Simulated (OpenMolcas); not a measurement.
# What dynamic correlation does to the levels of Kr2+

```json
{
  "Program": "OpenMolcas",
  "Basis": "ANO-RCC-VQZP [7s6p4d2f1g]",
  "Scalar Hamiltonian": "DKH2, point nucleus",
  "Active space": "4 electrons in 3 orbitals (4p)",
  "State averaging": "2S+1 = 3 even, 3 roots; 2S+1 = 1 even, 6 roots",
  "Spin-orbit coupling": "state interaction with AMFI integrals over the reference wave functions, term energies averaged over their components"
}
```

Methods on the same reference wave functions:
A. CASSCF
B. SS-CASPT2, IPEA 0.25 Eh, imaginary shift 0.1 Eh (closed shells correlated: 3d 4s)

Energies in cm-1 above 4s2 4p4 3P2, the measured ground level; measured values from Saloman, J. Phys. Chem. Ref. Data 36, 215 (2007).

```csv
Level,A,B,Measured
4s2 4p4 3P2,0.0,0.0,0.0
4s2 4p4 3P1,4117,4190,4548
4s2 4p4 3P0,5136,5050,5313
4s2 4p4 1D2,17088,14690,14644
4s2 4p4 1S0,39024,33770,33080
```

Deviations, from unrounded energies. A percentage is the sum of absolute deviations over the sum of measured energies, with the sign that they share, or ± where signs differ.

| Against measurement | Levels | A | B |
| --- | --- | --- | --- |
| mean absolute deviation (cm-1) | 4 | 2200 | 340 |
| fine structure of the ground term (%) | 2 | -6.2 | -6.3 |
| other terms of the ground configuration (%) | 2 | +17.6 | +1.5 |

B lies closest to measurement on these levels. The largest miss of B in the table is 4s2 4p4 1S0, by +690 cm-1. The ranking rests on the paired levels alone, and a cruder setting can come out closer through cancelling errors.

From A to B the spin-free energies of the other terms of 4s2 4p4 shown, above 3P, scale by factors of 0.82 to 0.85.

The lowest spin-free term lies below A's lowest term by 0.237 hartree in B.

Term energies are means over components that CASPT2 splits; among the terms shown or strongly mixed into the levels shown the widest spread is 160 cm-1 (4s2 4p4 1D, B). With the s shell closed, the reference lacks s² → p² mixing. Computed and measured levels are paired by configuration, term and J; levels that our copy of the source lacks, or whose pairing is in doubt (as where it misses far off the trend of its configuration), stay unpaired and out of the deviations. Levels of configurations outside the active space are missing.
